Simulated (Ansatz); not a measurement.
Geometry optimisation, RKS B3LYP-D4/def2-mTZVP in Ansatz.

input.yaml

```yaml
crystal:
  periodic: [false, false, false]
  atoms:
    - { symbol: Mg, position_ang: [0.134453, -1.363796, 0.054779] }
    - { symbol: H, position_ang: [0.71586, -1.109651, 1.658688] }
    - { symbol: Cl, position_ang: [-0.325465, -2.331122, -1.892522] }
    - { symbol: H, position_ang: [-1.471812, 1.437554, -0.046553] }
    - { symbol: F, position_ang: [-2.217659, 0.914565, 0.046424] }
    - { symbol: H, position_ang: [1.054152, 0.59938, 0.840597] }
    - { symbol: O, position_ang: [0.692432, 0.764173, -0.052001] }
    - { symbol: H, position_ang: [1.418039, 1.088896, -0.609412] }
basis:
  gaussian: { orbitals: def2-mTZVP }
hamiltonian:
  xc: b3lyp
  dispersion: d4
relax:
  f_tol: 0.03
  max_steps: 50
```

Run as:

```bash
$ ansatz run input.yaml --threads 2 --pin off --max-ram 3072MiB --backend cpu --events-out ev --progress --plain --runs-dir out
```

Question: Where does it end, and by what steps?

Answer: The forces met the threshold. After 16 steps the energy has fallen by 0.479 eV; H2 moved furthest, 1.02 Å. Joined: Mg1–F5.

```
step  energy less start (eV)  largest force component (eV/Å)  accepted
   0                  0.0000                           0.974       yes
   1                 -0.0910                           0.194       yes
   2                 -0.1760                           0.547       yes
   3                 -0.2756                           0.697       yes
   4                 -0.2534                           0.987        no
   5                 -0.3195                           0.297       yes
   6                 -0.3370                           0.254       yes
   7                 -0.3576                           0.332       yes
   8                 -0.3864                           0.841       yes
   9                 -0.4166                           1.054       yes
  10                 -0.4454                           0.883       yes
  11                 -0.4564                           0.799       yes
  12                 -0.4756                           0.309       yes
  13                 -0.4780                           0.144       yes
  14                 -0.4777                           0.143        no
  15                 -0.4790                           0.040       yes
  16                 -0.4792                           0.022       yes
```

```xyz
8
Properties=species:S:1:pos:R:3
Mg -0.222 -1.082 0.416
H -0.063 -1.667 2.006
Cl 0.153 -1.464 -1.840
H -1.274 1.136 -0.035
F -1.806 0.417 0.264
H 1.499 1.248 0.313
O 0.721 0.866 -0.117
H 0.993 0.546 -1.007
```

The run took 34 s on 2 threads of Arm Neoverse V2 (shared host), peak memory 0.18 GiB.
